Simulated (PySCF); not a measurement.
A geometry optimisation on `C=[C](C)[GaH][NH]C`.

Method: PBE0-D3(BJ)/def2-SVP geometry optimisation, gas phase (PySCF 2.14.0). Start geometry: GFN2-xTB. A driver script takes a list of jobs; this job's settings line and coordinates (Å) are shown.

Input:
```
{"job": {"xc": "PBE0", "basis": "def2-SVP", "d3": "d3bj", "grid": 1, "kind": "geom"}, "charge": 0, "multiplicity": 1}
C     -2.402679    -1.261527     0.476364
C     -1.405397    -0.400577     0.312006
C     -1.602803     1.059709     0.040682
Ga     0.433364    -1.221685     0.454346
N      2.058676    -0.407383     0.259279
C      2.441187     0.967029    -0.050570
H     -2.195846    -2.310228     0.670538
H     -3.447222    -0.980102     0.429459
H     -2.659809     1.320554    -0.020973
H     -1.115188     1.330279    -0.898884
H     -1.138479     1.649345     0.835034
H      0.539333    -2.758816     0.760934
H      2.888694    -0.981348     0.387279
H      3.038985     1.410377     0.754059
H      1.538696     1.567458    -0.174363
H      3.020889     1.025859    -0.979117
```

Output:
```
step   0  E = -2137.12457170  max force = 0.027789
step   1  E = -2137.12758653  max force = 0.010307
step   2  E = -2137.12798925  max force = 0.003332
step   3  E = -2137.12807341  max force = 0.004167
step   4  E = -2137.12815945  max force = 0.000743
step   5  E = -2137.12817488  max force = 0.000700
step   6  E = -2137.12817805  max force = 0.000167
optimisation converged
```

Energies in Eh; «max force» is the largest Cartesian gradient component in Eh/bohr.

Task: Give the first gradient maximum in eV/Å.

Result: With 1 Eh/bohr = 51.422 eV/Å, 1.429 eV/Å.

Task: How much energy does the optimisation release, in kJ/mol?

Result: E(step 0) − E(last step) = 0.003606 Eh, which is 9.5 kJ/mol.

Summary of the converged run: final energy -2137.12818 Eh after 6 steps; dipole 1.11 D.

Task: Give the final coordinates.

Result: 0.135 Å rms from the input after alignment:
```
atom  x, y, z in Å
C1    -2.3586   -1.2307    0.4849
C2    -1.2942   -0.4308    0.3105
C3    -1.4603    1.0337    0.0239
Ga4    0.4480   -1.3166    0.4608
N5     2.0218   -0.4252    0.2548
C6     2.2822    0.9625   -0.0282
H7    -2.2568   -2.3010    0.6962
H8    -3.3874   -0.8476    0.4236
H9    -2.5227    1.3259   -0.0232
H10   -0.9913    1.3124   -0.9344
H11   -0.9744    1.6522    0.7969
H12    0.5716   -2.8479    0.7679
H13    2.8728   -0.9692    0.3518
H14    2.8694    1.4598    0.7672
H15    1.3391    1.5202   -0.1200
H16    2.8332    1.1113   -0.9766
```

Task: How long does this job take on one thread of an Arm Neoverse N1, shared host?

Result: About 2.0 min.
Labels such as C1 count atoms from 1, the log's own numbers from 0.
